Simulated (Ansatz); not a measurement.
Mulliken charges of H$_{3}$NS$_{2}$Si (`N[SiH]1SS1`) from r2SCAN/def2-TZVPP in Ansatz (PBE0-D4/def2-TZVP geometry).

```json
{"atom": "N1", "x (Å)": "-0.796", "y (Å)": "0.856", "z (Å)": "-0.240", "charge (e)": "-0.461"}
{"atom": "Si2", "x (Å)": "0.511", "y (Å)": "-0.188", "z (Å)": "-0.047", "charge (e)": "0.605"}
{"atom": "S3", "x (Å)": "0.789", "y (Å)": "-1.309", "z (Å)": "1.701", "charge (e)": "-0.218"}
{"atom": "S4", "x (Å)": "0.296", "y (Å)": "-2.268", "z (Å)": "-0.179", "charge (e)": "-0.218"}
{"atom": "H5", "x (Å)": "-0.708", "y (Å)": "1.741", "z (Å)": "-0.709", "charge (e)": "0.174"}
{"atom": "H6", "x (Å)": "-1.722", "y (Å)": "0.664", "z (Å)": "0.101", "charge (e)": "0.178"}
{"atom": "H7", "x (Å)": "1.690", "y (Å)": "0.436", "z (Å)": "-0.674", "charge (e)": "-0.059"}
```

Task: By hand: the dipole of these point charges (1 e Å = 4.8032 D).

Result: Σ q r = (-0.090, 0.667, -0.315) e Å, of length 0.743 e Å = 3.57 D.

Task: How does the dipole of the full density compare? (An estimate is asked.)

Result: The calculation gave: (-0.269, 0.627, -0.248) e Å, 3.49 D; the point charges give 1.02 times that, at 15° from its direction.

Point charges leave out the atoms' own dipoles, such as those of lone pairs, and Mulliken's split depends on the basis, so the close match here is no proof of good charges.
